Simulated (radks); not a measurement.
Results of a calculation; reference values are marked as such.
Coulomb parameter of the 4d shell of the ruthenium ion Ru3+ in the model configuration [Kr] 4d3.5 5s1.5, as a second difference U = [E(n + 0.5) + E(n - 0.5) - 2 E(n)] / (0.5)^2 with all orbitals relaxed. "Bare": the charge of the atom changes with n. "Screened": the 5s shell takes up the change at fixed total charge, which measures U(4d,4d) + U(5s,5s) - 2 U(4d,5s). Level of theory: Dirac Kohn-Sham, PBE, spin-unpolarised, spherical densities, finite nucleus; open shells are shared between the two j in proportion to 2j + 1; Fermi nuclear charge, rms radius 4.4809 fm (a radial shooting solver on a logarithmic mesh with Libxc functionals).

[
 {"case": "start", "configuration": "[Kr] 4d3.5 5s1.5", "E - E(n) (eV)": "0.000"},
 {"case": "bare +0.5", "configuration": "[Kr] 4d4 5s1.5", "E - E(n) (eV)": "-19.771"},
 {"case": "bare -0.5", "configuration": "[Kr] 4d3 5s1.5", "E - E(n) (eV)": "23.376"},
 {"case": "screened +0.5", "configuration": "[Kr] 4d4 5s1", "E - E(n) (eV)": "-5.541"},
 {"case": "screened -0.5", "configuration": "[Kr] 4d3 5s2", "E - E(n) (eV)": "6.058"}
]

U(bare) = 14.421 eV, U(screened by 5s) = 2.067 eV.
